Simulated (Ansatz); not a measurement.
Job for Ansatz (a quantum-chemistry and plane-wave program): R-BLYP/def2-TZVPP on BF2H3Si (SMILES FB(F)[SiH3]), a point of a torsion scan.

Ansatz 0.2 input:
```yaml
crystal:
  periodic: [false, false, false]
  atoms:
    - {symbol: F, position_ang: [1.82509642, -1.22220293, 0.00163245]}
    - {symbol: B, position_ang: [1.15306754, -0.08481868, 0.00554928]}
    - {symbol: F, position_ang: [1.96147533, 0.95981415, -0.02182033]}
    - {symbol: Si, position_ang: [-0.82624524, 0.04438291, 0.03232776]}
    - {symbol: H, position_ang: [-1.45874528, -1.18791392, 0.51045811]}
    - {symbol: H, position_ang: [-1.29505676, 1.13693779, 0.89040511]}
    - {symbol: H, position_ang: [-1.36200743, 0.30518013, -1.30941085]}
basis:
  gaussian:
    orbitals: def2-TZVPP
hamiltonian:
  xc: {name: BLYP}
scf: {lower_state_search: off}
```

The log:

```
WARN ansatz: RAYON_NUM_THREADS=1 ignored (pool sized by the plan → 1); use --threads N
Functional definition: BLYP
these checks for a lower state are left out or cut short: stability, starts, cluster_reference, orbital_swaps, neighbouring_geometries, increment
integrals: 0.08 GiB planned
946 factors; their error is unknown
mean field: 0.57 GiB planned
mean field evaluation 1: about -14038.1945 eV, gradient 4.5e1 eV
mean field evaluation 2: about -14032.9780 eV, gradient 7.9e1 eV
mean field evaluation 4: about -14041.3474 eV, gradient 1.7e0 eV
mean field evaluation 8: about -14041.3542 eV, gradient 2.8e-2 eV
mean field evaluation 16: about -14041.3341 eV, gradient 2.4e-5 eV
mean field -14041.33408231 eV, -516.0095099667 hartree, gradient 8.6e-6 eV, S^2 0.000000; 0 other end points of the search recorded, 0 dependent functions left out
reference -14041.33441986 eV, -516.0095223715 hartree; 20, 20 occupied and 157, 157 virtual orbitals, 946 factors
Total energy: -14041.33441986 eV, -516.0095223715 hartree
Checks for a lower state left out: stability, starts, cluster_reference, orbital_swaps, neighbouring_geometries, increment
```

Self-consistency was reached.

Cost: roughly 2.6 core-seconds.
